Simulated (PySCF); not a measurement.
## Ionisation energy of Ho(51+) by level of theory

Ho(51+) [Ne] 3s2 3p4 (3P) → Ho(52+) [Ne] 3s2 3p3 (4S), as a difference of total energies. Calculation: PySCF 2.14, in an uncontracted even-tempered set (17 s from 11 bohr⁻², ratio 2.5; 12 p from 15 bohr⁻², ratio 2.5; 4 d from 62 bohr⁻², ratio 2.7; 4 f from 93 bohr⁻², ratio 2.7); scalar relativity by spin-free X2C-1e. Correlated levels: outer shells: 1s2 frozen; virtual orbitals above 40 to 60 times the deepest correlated orbital energy dropped. The calculations carry no spin-orbit coupling.

| method | ionisation energy (eV) |
| --- | --- |
| UHF | 4748.8 |
| MP2 (outer shells) | 4749.9 |
| SCS-MP2 (outer shells) | 4749.9 |
| CCSD (outer shells) | 4749.9 |
| CCSD(T) (outer shells) | 4749.9 |

Spin-orbit coupling is strong in these open shells (close to jj coupling). The scalar numbers leave it out and a first-order estimate fails, so it can dominate the gap to the real levels.

The ground level that NIST lists for one species does not belong to the high-spin term computed here, so part of any gap is the choice of state.

Breit and QED terms and the two-electron picture change are absent.

For comparison: 4693 ± 4 eV (theoretical estimate listed by NIST; NIST Atomic Spectra Database, ionization energies).
